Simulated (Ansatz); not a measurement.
Relaxed structures of Al₂H₄Se, closed shell (PBE0-D4/def2-TZVP; forces vanish, vibrations not checked; lower isomers may exist, and structures with a doubtful reference or unclear bonds are left out; Å). Ansatz 0.2.0; basis: def2-TZVPP; cores frozen in the correlated methods. Filled d shells of the heavier atoms are correlated. The def2 sets are not built for correlating such inner shells, so the correlated values are less sure here.

Rank them by CCSD(T) energy, lowest first, and give each one's height above the lowest. Links in brackets join atoms within 1.22 times the sum of their covalent radii (1.1 for two metals). (An estimate is asked for; the value comes from the calculation.)
A.
a complex of AlH₂Se ([Al][SeH2]) + AlH₂
```
7
angstrom
Al -1.1610 0.3210 -0.8318
Al 0.4089 0.5969 1.3334
Se 1.9802 -0.8401 -0.1674
H -2.1495 -0.9445 -0.9518
H -1.4135 1.4290 -1.9667
H 1.5100 -2.0308 -0.9125
H 2.9034 -1.6875 0.6270
```
B.
Al₂H₄Se ([AlH2][AlH][SeH])
```
7
angstrom
Al -1.6280 0.5288 -0.8301
Al 0.4434 0.0640 0.6427
Se 2.0848 -1.3303 -0.2483
H -2.9190 -0.4021 -0.7666
H -1.6706 1.7584 -1.8416
H 0.7469 0.6162 2.1033
H 2.9425 -1.2349 0.9406
```
C.
Al₂H₄Se ([H]1[AlH]2[SeH][AlH]12)
```
7
angstrom
Al -0.5501 -0.0123 -0.6954
Al 0.3736 0.1065 1.4165
Se 1.6052 -1.3261 -0.2975
H -1.4893 -0.3159 -1.9238
H -0.9096 -0.9815 0.7809
H 0.6461 -0.0208 2.9631
H 2.5323 -0.2824 -0.7626
```

Computed: B (0.0 kJ/mol), C (36.0 kJ/mol), A (219.9 kJ/mol). Heights count from the lowest.

T1 diagnostic: at most 0.014. The restricted Hartree–Fock reference is unstable towards an unrestricted one at one or more of these structures.

For scale, one of the runs: CCSD(T)/def2-TZVPP, 188 basis functions, launched by `ansatz run in.yaml --threads 2 --pin off --events-out ev --progress --plain --max-ram 4352MiB`. Hardware: 2 CPU threads of an Arm Neoverse V1, shared host. Wall time 59 s; peak host memory 1.8 GiB.
